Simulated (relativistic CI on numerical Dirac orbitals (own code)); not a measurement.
Computed by Dirac-Coulomb-Breit CI, KLI orbitals optimised for each configuration, model QED (radiative potential, 1s self-energy scaled to tabulated hydrogen-like ionisation energies), unscaled Slater integrals (own radial code, finite nucleus).

CI space (outside the closed core 1s2): 2s2 2p6, 2s2 2p5 3s, 2s2 2p5 3p, 2s2 2p5 3d, 2s 2p6 3s, 2s 2p6 3p, 2s 2p6 3d, 2s2 2p5 4s, 2s2 2p5 4p, 2s2 2p5 4d, 2s2 2p5 4f, 2s 2p6 4s, 2s2 2p4 3s2, 2s 2p6 4p, 2s 2p6 4d, 2s 2p6 4f, 2s2 2p4 3s 3p, 2s2 2p5 5s, 2s2 2p5 5p, 2s2 2p5 5d, 2s2 2p5 5f, 2s2 2p5 5g, 2s2 2p4 3s 3d, 2s2 2p4 3p2, 2s2 2p4 3p 3d, 2s 2p5 3s2, 2s2 2p4 3d2, 2s 2p5 3s 3p, 2s 2p5 3s 3d, 2s 2p5 3p2, 2s 2p6 5s, 2s 2p6 5p, 2s 2p6 5d, 2s 2p6 5f, 2s 2p6 5g, 2s 2p5 3p 3d. Levels of other configurations are missing.

At this charge energies of transitions that change n are usually good to better than 1 %, and those within a shell (Δn = 0) to a few per cent.

Outline of the computed level scheme of Nd LI. Lowest level of each configuration: 2s2 2p6 1S_0 at 0.00 eV; 2s2 2p5 3s 3P°_2 at 5306.15 eV; 2s2 2p5 3p 3P_1 at 5414.25 eV; 2s2 2p5 3d 3P°_0 at 5679.26 eV; 2s 2p6 3s 3S_1 at 6201.99 eV; 2s 2p6 3p 3P°_0 at 6309.74 eV; 2s 2p6 3d 3D_1 at 6580.16 eV; 2s2 2p5 4s 3P°_2 at 7321.17 eV; 2s2 2p5 4p 3P_1 at 7366.03 eV.

Some strong electric-dipole decays among the lowest 45 levels: 2s2 2p5 3d 1P°_1 → 2s2 2p6 1S_0 (1.1e+15 s⁻¹); 2s2 2p5 3d 3D°_1 → 2s2 2p6 1S_0 (7.9e+14 s⁻¹); 2s 2p6 3p 1P°_1 → 2s2 2p6 1S_0 (1.9e+14 s⁻¹); 2s2 2p5 3s 1P°_1 → 2s2 2p6 1S_0 (5.8e+13 s⁻¹); 2s 2p6 3p 3P°_1 → 2s2 2p6 1S_0 (4.9e+13 s⁻¹); 2s2 2p5 4p 3P_1 → 2s2 2p5 3s 3P°_2 (2.0e+13 s⁻¹); 2s2 2p5 4s 1P°_1 → 2s2 2p6 1S_0 (2.0e+13 s⁻¹); 2s2 2p5 4p 3D_3 → 2s2 2p5 3s 3P°_2 (1.8e+13 s⁻¹).

LS names give the leading component of a level, which can be under half, so a name can repeat, a term be missing and a line seem to break the LS rules.
